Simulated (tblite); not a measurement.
Compound: C₄H₇N₃OSi.
Z-matrix (Å and degrees, GFN2-xTB geometry), rows numbered from 1:
```
N 
Si  1  1.7132
N   2  1.7620  1  103.21
C   3  1.3683  2  127.99  1    26.95
N   4  1.2914  3  113.38  2   176.78
C   5  1.3753  4  105.53  3    -0.29
C   6  1.4469  5  122.08  4  -179.88
O   7  1.2086  6  125.41  5   179.92
C   3  1.3567  2  126.86  1  -157.44
H   1  1.0060  2  119.22  3  -170.92
H   1  1.0082  2  120.40  3    47.14
H   2  1.4651  1  118.70  3  -114.78
H   2  1.4587  1  107.19  3   115.04
H   4  1.0706  3  121.67  2    -3.16
H   7  1.1056  6  112.81  5     0.03
H   9  1.0698  3  122.44  2     3.47
```

Calculated harmonic vibrations of the isolated species, GFN2-xTB (tblite), most abundant isotopes, no scaling. Against measured fundamentals such values can be off by several per cent, at times by over 20. Modes of hydrogen on silicon can be 10 to 20 % off. One conformer, not necessarily the lowest.

Harmonic wavenumbers (cm⁻¹): 31.6, 98.8, 114.7, 140.9, 175.7, 219.7, 263.9, 292.3, 435.3, 507.8, 526.4, 537.5, 570.1, 618.7, 650.2, 720.5, 754.3, 779.8, 789.7, 818.6, 828.9, 922.8, 923.9, 994.3, 1020.1, 1094.4, 1150.1, 1263.0, 1285.0, 1375.7, 1385.3, 1503.5, 1508.8, 1519.5, 1736.6, 2243.8, 2306.6, 2793.7, 3182.9, 3189.1, 3469.3, 3518.5.

A = 4360, B = 709.6, C = 623.0 MHz; mass 141.036 u (most abundant isotopes); point group C1, symmetry number 1.

Problem. What is the zero-point energy?

Solution. Half the sum of the wavenumbers: 24131 cm⁻¹ = 288.68 kJ/mol.

Problem. Entropy at 500 K, 1 bar (ideal gas, RRHO, classical rotation)?

Solution. Translation 181.32, rotation 129.88, vibration 201.34: S = 512.5 J/(mol K).

Problem. And Cp and H(500 K) − H(0)?

Solution. Cp = 224.71 J/(mol K), of which vibrations give 191.45 (their classical limit is 42 R = 349.2); H(500 K) − H(0) = 67.86 kJ/mol without the zero-point energy, 51.23 from vibrations.

Problem. How do the functions run with temperature in this model?

Solution. 
| T (K) | S (J/(mol K)) | Cp (J/(mol K)) | H − H(0) (kJ/mol) | G − H(0) (kJ/mol) | ln q(vib) |
| --- | --- | --- | --- | --- | --- |
| 50 | 248.6 | 53.8 | 2.09 | -10.33 | 0.64 |
| 100 | 293.3 | 76.8 | 5.39 | -23.94 | 1.81 |
| 298.15 | 413.6 | 158.8 | 28.67 | -94.65 | 6.82 |
| 373.15 | 452.4 | 186.7 | 41.65 | -127.14 | 8.72 |
| 750 | 613.9 | 274.2 | 130.78 | -329.66 | 17.81 |
| 1000 | 697.3 | 304.5 | 203.39 | -493.87 | 23.20 |

q(vib) and H(0) count from the zero-point level.

Problem. Which modes carry the vibrational entropy at 500 K?

Solution. 31.6 cm⁻¹: 28.25; 98.8 cm⁻¹: 18.80; 114.7 cm⁻¹: 17.57; 140.9 cm⁻¹: 15.88; 175.7 cm⁻¹: 14.07; 219.7 cm⁻¹: 12.26 J/(mol K); the other 36 give 94.50 together.

Hindered rotation and anharmonicity are outside this model. Other conformers, if any are populated, would add a mixing term that is left out. The structure is chiral; the term R ln 2 for an equal mix with its mirror image is left out.
